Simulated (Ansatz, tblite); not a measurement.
Removing and adding an electron: HfZrO₄. The state is a singlet with charge 0. Geometry: PBE0-D4/def2-SVP. Ansatz, gas phase; energy differences of separate SCF runs; the oxidised species was run as a doublet alone; the reduced species was run as a doublet alone.

```xyz
6

Hf    0.0417    1.1502    1.0999
Zr   -0.9689   -0.9438   -0.7828
O    -0.6679    1.0196   -0.7408
O     0.2217   -1.7896   -1.7482
O    -0.4292   -0.7699    1.1214
O     1.8025    1.3335    1.0505
```

In the def2 sets Hf, Zr take a core potential; there is no spin–orbit coupling. The xTB rows come from tblite. The structure comes from a short search, and lower isomers may exist.

```tsv
level	−HOMO (eV)	vertical IE (eV)	−LUMO (eV)	vertical EA (eV)	HOMO–LUMO gap (eV)	IE − EA (eV)	remarks
GFN1-xTB	11.81	14.88	8.76	5.76	3.05	9.12	–
GFN2-xTB	11.08	14.27	8.42	5.65	2.66	8.62	–
PBE-D4/def2-TZVPD	5.82	–	3.44	1.75	2.38	–	HOMO above zero (-1 doublet)
r2SCAN-D4/def2-TZVP	5.99	8.70	3.01	–	2.98	–	–
```

Estimate the rows for PBE-D4/def2-TZVP, r2SCAN-D4/def2-TZVPD, PBE0-D4/def2-TZVP, PBE0-D4/def2-TZVPD.


```csv
level,−HOMO (eV),vertical IE (eV),−LUMO (eV),vertical EA (eV),HOMO–LUMO gap (eV),IE − EA (eV)
PBE-D4/def2-TZVP,5.75,8.62,3.41,–,2.34,–
r2SCAN-D4/def2-TZVPD,6.04,–,3.03,1.73,3.01,–
PBE0-D4/def2-TZVP,7.21,9.04,2.80,–,4.41,–
PBE0-D4/def2-TZVPD,7.26,–,2.82,1.71,4.43,–
```

   A HOMO above zero means that the electron is unbound at that level or that self-interaction error raises the level; the energy of removing that electron tells which. Raw xTB energy differences between charge states are shifted by several eV; the methods need an empirical correction for them.
